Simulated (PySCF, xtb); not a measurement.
TaH5, SMILES [TaH5] (connectivity only; charge and spin as stated), neutral, multiplicity 1.

xtb with GFN2-xTB at its own geometry gives an orbital gap of 1.77 eV and a dipole moment of 0.10 D.

The structure is a stationary point at PBE0-D3(BJ)/def2-TZVPD. The spin state was assumed, not searched. The def2 effective core potentials stand for the cores of Ta; spin–orbit coupling is left out.

### Question
What does ωB97X/def2-TZVPD in PySCF give? (An estimate is asked for; the answer gives what the named calculation found.)

### Answer
gap 10.55 eV (levels -11.22 and -0.67 eV), dipole 1.81 D.
